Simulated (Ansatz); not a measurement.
A nudged elastic band was laid between two geometries of BClH2O + H2S (8 atoms, charge 0, multiplicity 1).

Level of theory: Ansatz, RKS B3LYP-D4/6-31G*.

```json
{
 "movable images": "7",
 "climbing image": "yes",
 "spring": "5.0 eV/Å²",
 "optimiser": "quadratic models (default)",
 "start path": "through a guess of the saddle point",
 "force threshold": "0.05 eV/Å",
 "iteration limit": "60",
 "end points": "relaxed"
}
```

First end point:

```xyz
8
Properties=species:S:1:pos:R:3
B -0.051 -0.383 0.144
O -0.464 -0.871 1.330
H -1.412 -0.720 1.462
Cl 1.675 -0.545 -0.249
H -0.777 0.104 -0.665
S 0.427 2.670 1.545
H 1.306 2.742 0.523
H 1.203 1.810 2.237
```

Last end point:

```xyz
8
Properties=species:S:1:pos:R:3
B 0.159 0.562 0.150
O -0.025 -0.080 1.766
H -0.608 -0.862 1.760
Cl 1.485 -0.482 -0.530
H -0.922 0.380 -0.326
S 0.486 2.378 0.462
H 1.798 2.284 0.772
H -0.467 0.629 2.273
```

**Question.** What changes between the two ends?

**Answer.** Bonds broken: S6–H8. Bonds formed: B1–S6, O2–H8. BClH2O + H2S becomes BClH4OS.

**Question.** What energy profile does the band end with?

**Answer.** It converged. The highest image is number 5 of 0 to 8, 116.9 kJ/mol above the first end and 61.3 kJ/mol above the last; the last end lies 55.6 kJ/mol above the first. A vibrational analysis at the climbing image gives one clearly imaginary mode, 1262i cm⁻¹: a first-order saddle point. The orbitals stay closed-shell, which can raise the energy where a bond breaks towards radicals; this wasn't checked here.

```tsv
image	path coordinate (Å)	energy (kJ/mol)	S6–H8 (Å)	B1–S6 (Å)	O2–H8 (Å)
0	0.00	0.0	1.35	3.39	3.28
1	0.59	0.2	1.35	3.48	3.02
2	1.18	1.2	1.35	3.46	2.75
3	1.77	7.1	1.35	3.15	2.43
4	2.37	43.9	1.36	2.57	1.93
5	2.96	116.9	1.59	2.08	1.31
6	3.40	69.4	2.09	1.94	1.01
7	3.85	56.2	2.53	1.88	0.98
8	4.29	55.6	2.69	1.87	0.98
```

**Question.** What is the geometry of the highest image?

**Answer.** 
```xyz
8
Properties=species:S:1:pos:R:3:forces:R:3
B 0.157 0.252 0.200 0.01 -0.01 0.00
O -0.093 -0.189 1.642 -0.01 0.00 0.00
H -0.980 -0.577 1.736 0.00 -0.01 0.00
Cl 1.696 -0.424 -0.474 -0.01 0.00 0.00
H -0.804 0.184 -0.504 0.00 0.00 0.00
S 0.333 2.241 0.793 0.00 0.00 0.00
H 1.650 2.212 1.088 0.00 0.00 0.00
H -0.053 1.108 1.844 0.00 0.01 0.00
```

**Question.** What are the harmonic wavenumbers there?

**Answer.** 1262i, 194, 257, 352, 437, 466, 609, 662, 749, 880, 975, 1025, 1173, 1289, 1510, 2664, 2686, 3737 cm⁻¹.

The band took 20 iterations and about 8 core-minutes.

The run took 7.7 min on 1 thread of Arm Neoverse V1 (shared host), peak memory 0.17 GiB.
